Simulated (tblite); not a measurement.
Distances in Å between the heavy atoms of a computed structure (GFN2-xTB; lower triangle, same order across):
```
C1    0.00
C2    1.47  0.00
C3    2.53  1.57  0.00
C4    3.00  2.55  1.53  0.00
C5    2.97  2.46  1.45  2.43  0.00
N6    3.69  3.43  2.59  3.42  1.14  0.00
C7    3.86  2.54  1.54  2.52  2.41  3.39  0.00
F8    4.26  2.90  2.39  2.90  3.62  4.68  1.37  0.00
```

Hydrogens: 2 on C1, 2 on C2, 3 on C4, 2 on C7.

Doublet state.

Q: Read off the bonds between heavy atoms and their formal orders.

A: C1–C2 (single); C2–C3 (single); C3–C4 (single); C3–C5 (single); C5–N6 (triple); C3–C7 (single); C7–F8 (single).

Q: Give the structure as a SMILES string.

A: `[CH2]CC(C)(C#N)CF`, C6H9FN. The mark at the stereocentre is left out: distances alone don't tell a structure from its mirror image.

Q: Describe the place of each heavy atom.

A: C1: carbon bonded to C and 2 H; C2: carbon bonded to 2 C and 2 H; C3: carbon bonded to 4 C; C4: carbon bonded to C and 3 H; C5: carbon bonded to C and N; N6: nitrogen bonded to C; C7: carbon bonded to C, F and 2 H; F8: fluorine bonded to C.

Shape of the structure used: `[CH2:1][CH2:2][C@@:3]([CH3:4])([C:5]#[N:6])[CH2:7][F:8]`: C1–C2–C3–C4 -58°, C2–C3–C7–F8 61°.
